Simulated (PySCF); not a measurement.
**TaF: from constants to spectrum**

PBE0 constants of TaF, ⁵Π (quintet), unpaired electrons σ ↑, π ↑, δ ↑↑, a second solution, started from another occupation (Ta cc-pVDZ-PP with ECP60, F cc-pVDZ; scalar-relativistic core potentials (PySCF 2.14); masses 180.9480 and 18.9984 u):

| Quantity | Value |
| --- | --- |
| ωe | 667.2 cm⁻¹ |
| ωexe | 2.67 cm⁻¹ |
| Be | 0.27836 cm⁻¹ |
| αe | 0.00149 cm⁻¹ |
| D (centrifugal) | 1.94e-07 cm⁻¹ |

Give the vibrational terms G(v) and spacings up to v = 6.

G(v) = ωe(v+½) − ωexe(v+½)².

| v | G(v) (cm⁻¹) | G(v) − G(v−1) | Bv (cm⁻¹) |
| --- | --- | --- | --- |
| 0 | 333 |  | 0.2776 |
| 1 | 995 | 662 | 0.2761 |
| 2 | 1651 | 657 | 0.2746 |
| 3 | 2302 | 651 | 0.2731 |
| 4 | 2948 | 646 | 0.2717 |
| 5 | 3589 | 641 | 0.2702 |
| 6 | 4224 | 635 | 0.2687 |

De is left out where the level can put another filling of the metal’s s and d shells below the measured ground configuration, by anything from nothing to about 1 eV. Spin–orbit coupling is left out, which matters for elements this heavy, above all for dissociation energies.
